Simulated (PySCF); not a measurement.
B₂Cl₄, charge +1, multiplicity 2. Atoms are numbered in the order given.

```xyz
6

Cl     1.1065    -1.1065    -1.5626
B      0.0000     0.0000    -0.9326
Cl    -1.1065     1.1065    -1.5626
B      0.0000     0.0000     0.9326
Cl     1.1065     1.1065     1.5626
Cl    -1.1065    -1.1065     1.5626
```
Charge +1, spin multiplicity 2.

Coordinates come from a PBE0-D3(BJ)/def2-SVP optimisation. The multiplicity is an assumed one; no other spin state was optimised. Other conformers were not sampled.

Computed with PySCF with TDA-ωB97X/def2-SVPD.

Vertical excitations; the highest root listed may be one member of a degenerate set. Isolated molecule, no solvent.

```
state    energy (eV)  λ (nm)      f                                   main pairs
-------  -----------  ------  -----  -------------------------------------------
root 1          3.04     407  0.000                           β HOMO−2→LUMO 99 %
root 2          3.05     407  0.028                 β HOMO→LUMO (degenerate set)
root 3          3.05     407  0.028               β HOMO−1→LUMO (degenerate set)
root 4          3.33     373  0.000                           β HOMO−4→LUMO 99 %
root 5          3.76     329  0.176                           β HOMO−3→LUMO 96 %
root 6          4.43     280  0.000               β HOMO−6→LUMO (degenerate set)
root 7          4.43     280  0.000               β HOMO−5→LUMO (degenerate set)
root 8          4.92     252  0.003  α HOMO→LUMO+1, α HOMO→LUMO (degenerate set)
root 9          4.92     252  0.003  α HOMO→LUMO, α HOMO→LUMO+1 (degenerate set)
root 10         5.53     224  0.000                           β HOMO−7→LUMO 93 %
```
Unrestricted roots are not spin-pure.
